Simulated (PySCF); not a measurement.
Species: C3H10AlAs.
SMILES with atom numbers: `[CH2:1]=[C:2]([CH3:3])[AlH2-:4][AsH3+:5]` (hydrogens: H6, H7 on C1; H8, H9, H10 on C3; H11, H12 on Al4; H13, H14, H15 on As5)
Bond orders are those of one Lewis drawing.

Method: PySCF, PBE0-D3(BJ)/def2-SVP geometry optimisation, gas phase; density fitting, grid level 1; the optimiser is geomeTRIC in internal coordinates, started from a GFN2-xTB structure with every atom displaced at random (about 0.01 Å).

Step 0: E = -70684.4966 eV
```
atom  x, y, z in Å  |  force x, y, z in eV/Å
C1     -0.6150    0.6058   -1.3469   -0.811   1.397  -0.168
C2     -1.0074    0.2541   -0.1206    0.066  -0.459   0.280
C3     -1.8208    1.1826    0.7477    1.564  -0.626   0.357
Al4    -0.1991   -1.5729    0.1163   -0.795   0.413   0.215
As5     2.2621   -0.7167   -0.0337    0.387   0.431   0.778
H6     -0.0854   -0.0699   -1.9789    0.646  -0.685  -0.818
H7     -0.8796    1.5743   -1.8161    0.100  -0.120   0.116
H8     -1.2884    1.3142    1.7139   -0.310  -0.030  -0.093
H9     -1.9358    2.1701    0.3154   -0.184   0.504  -0.387
H10    -2.7847    0.7500    0.9625   -0.755  -0.240   0.224
H11    -0.1908   -2.5089   -1.1239   -0.131  -0.332  -0.486
H12     0.0122   -2.2284    1.5345    0.162  -0.090   0.351
H13     3.0752    0.3904   -0.6305   -0.066   0.194  -0.577
H14     1.9769    0.1379    1.1787   -0.076   0.122   0.172
H15     3.4652   -1.3001    0.6473    0.201  -0.479   0.036
```

Task: Estimate the geometry and energy of step 1. (The exact step hangs on the optimiser's Hessian estimate; all steps are aligned on step 0, rigid shifts and turns removed.)

Result: E = -70684.7559 eV, largest force 0.983 eV/Å
```
atom  x, y, z in Å  |  force x, y, z in eV/Å
C1     -0.6469    0.6745   -1.4333   -0.219   0.123  -0.156
C2     -0.9741    0.2446   -0.2021    0.202  -0.155  -0.124
C3     -1.7461    1.1196    0.7410    0.398  -0.105   0.153
Al4    -0.2383   -1.5768    0.1380   -0.342  -0.050  -0.144
As5     2.2748   -0.7293    0.0432    0.301   0.588   0.728
H6     -0.1216    0.0321   -2.1508    0.063   0.007  -0.033
H7     -0.9405    1.6641   -1.8211    0.040  -0.019   0.065
H8     -1.2016    1.2217    1.6969   -0.111  -0.012   0.026
H9     -1.8975    2.1343    0.3412   -0.123   0.020  -0.065
H10    -2.7216    0.6711    0.9831   -0.069   0.035   0.027
H11    -0.2670   -2.5850   -1.0827   -0.050  -0.114  -0.127
H12    -0.0343   -2.1696    1.6075    0.037   0.058   0.088
H13     3.0207    0.3854   -0.6587   -0.109  -0.126  -0.324
H14     1.9787    0.1820    1.2227   -0.031   0.000   0.021
H15     3.4998   -1.2861    0.7405    0.014  -0.250  -0.135
```

The energy changes by -0.2593 eV. The first-order estimate −F·Δx gives -0.3791 eV and the mean of the old and new forces, exact on a quadratic surface, -0.2590 eV. The step makes an angle of 74° with the force vector and moves no atom by more than 0.203 Å.

The cost below is that of the whole optimisation. Time: 2.4 min wall; peak memory 0.56 GiB. Hardware: Intel Xeon Platinum 8488C, one thread (shared host).
